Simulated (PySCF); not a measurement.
OSr (SMILES [O]=[Sr]), singlet, geometry from GFN2-xTB (such geometries of metal compounds can be far from the true shape) (core potentials on Sr); PBE/def2-TZVP run with PySCF.

PySCF was given this input:
```python
from pyscf import gto, scf, dft, solvent

mol = gto.M(
    atom='''
Sr   -0.000000   -0.000000   -0.347963
O     0.000000    0.000000    1.652826
''',
    basis='def2-tzvp',
    ecp={'Sr': 'def2-tzvp'},
    charge=0,
    spin=0,
    verbose=4,
)

mf = dft.RKS(mol)
mf.xc = 'pbe'
mf.kernel()
```

What the program printed (banner, timings and long lists left out):

```
PySCF version 2.14.0

[INPUT] verbose = 4
[INPUT] num. atoms = 2
[INPUT] num. electrons = 18
[INPUT] charge = 0
[INPUT] spin (= nelec alpha-beta = 2S) = 0
[INPUT] symmetry False subgroup None
[INPUT] Mole.unit = angstrom
[INPUT] Symbol           X                Y                Z      unit          X                Y                Z       unit  Magmom
[INPUT]  1 Sr     0.000000000000   0.000000000000  -0.347963000000 AA    0.000000000000   0.000000000000  -0.657554771482 Bohr   0.0
[INPUT]  2 O      0.000000000000   0.000000000000   1.652826000000 AA    0.000000000000   0.000000000000   3.123388471560 Bohr   0.0

nuclear repulsion = 21.1587413133519
number of shells = 24
number of NR pGTOs = 99
number of NR cGTOs = 64
basis = def2-tzvp
ecp = {'Sr': 'def2-tzvp'}

******** <class 'pyscf.dft.rks.RKS'> ********
method = RKS
initial guess = minao
damping factor = 0
level_shift factor = 0
DIIS = <class 'pyscf.scf.diis.CDIIS'>
diis_start_cycle = 1
diis_space = 8
diis_damp = 0
SCF conv_tol = 1e-09
SCF conv_tol_grad = None
SCF max_cycles = 50
direct_scf = True
direct_scf_tol = 1e-13
XC library pyscf.dft.libxc version 7.1.2
    S. Lehtola, C. Steigemann, M. J. T. Oliveira, and M. A. L. Marques,  SoftwareX 7, 1–5 (2018)
XC functionals = pbe
    J. P. Perdew, K. Burke, and M. Ernzerhof,  Phys. Rev. Lett. 77, 3865 (1996)
    J. P. Perdew, K. Burke, and M. Ernzerhof,  Phys. Rev. Lett. 78, 1396 (1997)
    J. P. Perdew, K. Burke, and M. Ernzerhof,  Phys. Rev. Lett. 77, 3865 (1996)
    J. P. Perdew, K. Burke, and M. Ernzerhof,  Phys. Rev. Lett. 78, 1396 (1997)
radial grids:
    Treutler-Ahlrichs [JCP 102, 346 (1995); DOI:10.1063/1.469408] (M4) radial grids

becke partition: Becke, JCP 88, 2547 (1988); DOI:10.1063/1.454033
pruning grids: <function nwchem_prune>
grids dens level: 3
symmetrized grids: False
atomic radii adjust function: <function treutler_atomic_radii_adjust>
small_rho_cutoff = 0
Set gradient conv threshold to 3.16228e-05
Initial guess from minao.
tot grids = 35992
init E= -104.194738768364
  HOMO = -0.545497109920665  LUMO = -0.264287136892039  gap/eV = 7.65211
cycle= 1 E= -105.392306871212  delta_E= -1.2  |g|= 1.43  |ddm|= 2.74
  HOMO = -0.025015945323123  LUMO = -0.00567145422387583  gap/eV = 0.52639
cycle= 2 E= -96.6704058275415  delta_E= 8.72  |g|= 3.44  |ddm|= 3.55
  HOMO = -0.302844133676999  LUMO = -0.0870892280771294  gap/eV = 5.87099
cycle= 3 E= -105.611694986818  delta_E= -8.94  |g|= 0.913  |ddm|= 3.46
  HOMO = -0.174173451662259  LUMO = -0.11790949267289  gap/eV = 1.53102
cycle= 4 E= -105.818570580433  delta_E= -0.207  |g|= 0.424  |ddm|= 1.07
  HOMO = -0.119819169680026  LUMO = -0.078324458167824  gap/eV = 1.12913
cycle= 5 E= -105.867389354261  delta_E= -0.0488  |g|=  0.1  |ddm|= 0.619
  HOMO = -0.127360333217452  LUMO = -0.086435013035846  gap/eV = 1.11363
cycle= 6 E= -105.867638665861  delta_E= -0.000249  |g|= 0.105  |ddm|= 0.113
  HOMO = -0.136703533922401  LUMO = -0.0896208710230511  gap/eV = 1.28118
cycle= 7 E= -105.869904444685  delta_E= -0.00227  |g|= 0.02  |ddm|= 0.11
  HOMO = -0.134080266658274  LUMO = -0.0896076805674753  gap/eV = 1.21016
cycle= 8 E= -105.87001230365  delta_E= -0.000108  |g|= 0.0126  |ddm|= 0.0478
  HOMO = -0.134735226980446  LUMO = -0.0897305177941519  gap/eV = 1.22464
cycle= 9 E= -105.870051938646  delta_E= -3.96e-05  |g|= 0.0029  |ddm|= 0.0106
  HOMO = -0.134941102518041  LUMO = -0.0897808152914017  gap/eV = 1.22887
cycle= 10 E= -105.870053995002  delta_E= -2.06e-06  |g|= 7.79e-05  |ddm|= 0.0027
  HOMO = -0.134937053904559  LUMO = -0.0897737534292311  gap/eV = 1.22896
cycle= 11 E= -105.870053996356  delta_E= -1.35e-09  |g|= 2.98e-05  |ddm|= 7.7e-05
  HOMO = -0.134934996255739  LUMO = -0.08977321681677  gap/eV = 1.22891
cycle= 12 E= -105.870053996588  delta_E= -2.32e-10  |g|= 3.67e-06  |ddm|= 2.72e-05
  HOMO = -0.134933545744817  LUMO = -0.0897731583214032  gap/eV = 1.22888
Extra cycle  E= -105.870053996423  delta_E= 1.66e-10  |g|= 2.7e-05  |ddm|= 2.57e-05
converged SCF energy = -105.870053996423
```
